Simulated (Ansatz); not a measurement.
System: BH3Se, charge 0, singlet. BH3Se (SMILES B[SeH]).
B3LYP-D3(BJ)/def2-TZVP minimum from Ansatz (a quantum-chemistry and plane-wave program):
```xyz
5

B      0.4629    -0.0473    -1.4984
H     -0.2701    -0.5711    -2.2699
H      1.5021     0.4279    -1.8089
Se    -0.1344    -0.0093     0.3141
H      1.0228     0.6958     0.8925
```
Charge 0, spin multiplicity 1.

Hartree-Fock and CCSD correlation energies in hartree (Ansatz). Radicals and triplets start from unrestricted determinants; spin-orbit coupling is neglected. Cores are frozen in correlated methods (noble-gas shells, and filled d and f shells in the p block). No relativity.

| basis | X | E(HF) | E(corr, CCSD) |
|---|---|---|---|
| cc-pVTZ | 3 | -2426.33313 | -0.29607 |
| cc-pVQZ | 4 | -2426.33815 | -0.31350 |
| cc-pV5Z | 5 | -2426.33891 | withheld |

Problem. Fit E(corr) = E∞ + A/X³ to X = 3 and 4, predict X = 5, and compare with the run.

Solution. A = (-0.29607 - (-0.31350))/(1/27 - 1/64) = 0.8140; E∞ = -0.31350 - A/64 = -0.32622; at X = 5, E∞ + A/125 = -0.31971. The run gave -0.31914, 0.57 mEh above the prediction. The same form on X = 4 and 5 gives E∞ = -0.32506, 1.16 mEh above the first estimate.
